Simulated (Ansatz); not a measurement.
Species: sum formula SnCl₂F₂ (charge 0, singlet). SMILES: [F][Sn]([F])([Cl])[Cl]
Geometry from a B3LYP-D3(BJ)/def2-TZVP (Ansatz, a program for electronic structure) optimisation:
```
Sn
F 1 1.9010
F 1 1.9010 2 105.40
Cl 1 2.2916 2 109.25 3 -117.29
Cl 1 2.2916 2 109.25 3 117.29
```

Quantity: vertical ionisation energy (to the doublet state of charge +1; each state is the SCF solution reached for its spin), in eV. Cores are frozen in the correlated levels unless marked. Open shells are spin-unrestricted. Spin-orbit coupling is left out. Frozen are the shells of the preceding noble gas and the d and f shells that filled before the atom's block. Past Kr the def2 sets carry scalar-relativistic core potentials. CBS marks a two-point X^-3 extrapolation of the correlation energy; Hartree-Fock from the larger set.

```
level                                 program  vertical ionisation energy (eV)  minus last row
------------------------------------  -------  -------------------------------  --------------
PBE0/def2-TZVPD                        Ansatz                            12.36           -0.60
wB97X-V/def2-TZVPD                     Ansatz                            12.81           -0.15
MP2/def2-TZVPPD                        Ansatz                            12.92           -0.04
MP2/def2-QZVPPD                        Ansatz                            13.02            0.06
RI-MP2/CBS(def2-TZVPPD,def2-QZVPPD)    Ansatz                            13.10            0.14
SCS-MP2/def2-TZVPPD                    Ansatz                            12.83           -0.13
CCSD(T)/CBS(def2-TZVPPD,def2-QZVPPD)   Ansatz                            12.96            0.00
```
